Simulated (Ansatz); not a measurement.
Input file for Ansatz (a quantum-chemistry and plane-wave program): R-B3LYP/def2-TZVPPD on C2H5NO (a complex), monomers drawn apart or pushed together. Files ending in .json are basis or fitting sets from the Basis Set Exchange.

Ansatz 0.2 input:
```yaml
crystal:
  periodic: [false, false, false]
  atoms:
    - {symbol: O, position_ang: [-0.12077657, 0.16146854, -0.88120611]}
    - {symbol: H, position_ang: [0.02235168, 0.11252110, 0.07554706]}
    - {symbol: H, position_ang: [-1.04094350, 0.42390226, -0.97768318]}
    - {symbol: C, position_ang: [0.87833398, -0.16610279, 4.94073116]}
    - {symbol: C, position_ang: [0.50821893, -0.05140360, 3.54042422]}
    - {symbol: N, position_ang: [0.21822298, 0.03853491, 2.43355300]}
    - {symbol: H, position_ang: [1.28725232, -1.15714781, 5.13826863]}
    - {symbol: H, position_ang: [1.63050317, 0.58249538, 5.19023911]}
    - {symbol: H, position_ang: [0.00356067, -0.01242252, 5.57283369]}
basis:
  gaussian:
    orbitals: def2-TZVPPD.json
hamiltonian:
  xc: {name: B3LYP}
scf: {lower_state_search: off}
```

The head of its log:

```
WARN ansatz: RAYON_NUM_THREADS=1 ignored (pool sized by the plan → 1); use --threads N
Functional definition: B3LYP
these checks for a lower state are left out or cut short: stability, starts, cluster_reference, orbital_swaps, neighbouring_geometries, increment
integrals: 0.10 GiB planned
1006 factors; their error is unknown
mean field: 1.08 GiB planned
mean field evaluation 1: about -5684.3310 eV, gradient 7.7e1 eV
mean field evaluation 2: about -5669.0822 eV, gradient 1.2e2 eV
```

Question: What total energy does the run end on?

Answer: -209.2874 hartree.
